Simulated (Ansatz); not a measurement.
`ClC[SiH2][SnH3]` + HCl → `ClC[SiH2]Cl` + `[SnH4]` at 500 K and 1 bar (cleavage of the Si–Sn bond).

Isolated molecules relaxed with PBE0-D4/def2-TZVP in Ansatz; ΔE leaves out vibrations. CCSD(T)/CBS adds triple-zeta CCSD(T) − MP2 to the extrapolated MP2 energy (def2 sets, frozen cores). This one scheme is used for every species. def2 core potentials past Kr. For Sn outer-core shells are correlated without core-valence functions, which leaves a few kJ/mol of doubt a bond. Each species was taken in one conformer, which may not be the lowest.

```json
{"species": "`ClC[SiH2][SnH3]`", "CCSD(T)/CBS energy (Eh)": "-1005.12998", "H − E (kJ/mol)": "225.3", "S (J/(mol·K))": "459.1"}
{"species": "HCl", "CCSD(T)/CBS energy (Eh)": "-460.38127", "H − E (kJ/mol)": "32.5", "S (J/(mol·K))": "201.9"}
{"species": "`ClC[SiH2]Cl`", "CCSD(T)/CBS energy (Eh)": "-1249.14529", "H − E (kJ/mol)": "162.5", "S (J/(mol·K))": "383.2"}
{"species": "`[SnH4]`", "CCSD(T)/CBS energy (Eh)": "-216.39156", "H − E (kJ/mol)": "91.5", "S (J/(mol·K))": "258.6"}
```

H − E and S are ideal-gas, rigid-rotor, harmonic terms from PBE0-D4/def2-TZVP, for one conformer and one mirror image of each species. 1 Eh = 2625.50 kJ/mol, R = 8.31446 J/(mol·K).

Problem. By hand: ΔE, ΔH, ΔS and ΔG.

Solution. ΔE = (-1249.14529) + (-216.39156) − (-1005.12998) − (-460.38127) = -0.02560 Eh = -67.2 kJ/mol. Δ(H − E) = 162.5 + 91.5 − 225.3 − 32.5 = -3.8, so ΔH = -71.0 kJ/mol. ΔS = 383.2 + 258.6 − 459.1 − 201.9 = -19.2 J/(mol·K). ΔG = -71.0 − 500 × (-19.2)/1000 = -61.4 kJ/mol.

Problem. By hand: the equilibrium constant, and the temperature at which ΔG would vanish if ΔH and ΔS stayed fixed.

Solution. log₁₀ K = −ΔG/(RT ln 10) = 6.4. ΔG = 0 at ΔH/ΔS = 3698 K, far beyond where these terms or the molecules hold.

ΔH outweighs TΔS. A doubt of 5 kJ/mol in ΔE shifts log₁₀ K by 0.5 here. Other conformers and mirror images would add mixing entropy, several J/(mol·K) or more a flexible species. Modes under 60 cm⁻¹, often nearly free rotors, make the harmonic entropy too high. These are equilibria of isolated gas molecules and say nothing of rates. Largest T1 diagnostic: 0.013 (customary marks: 0.02 for closed shells, 0.045 for open ones).
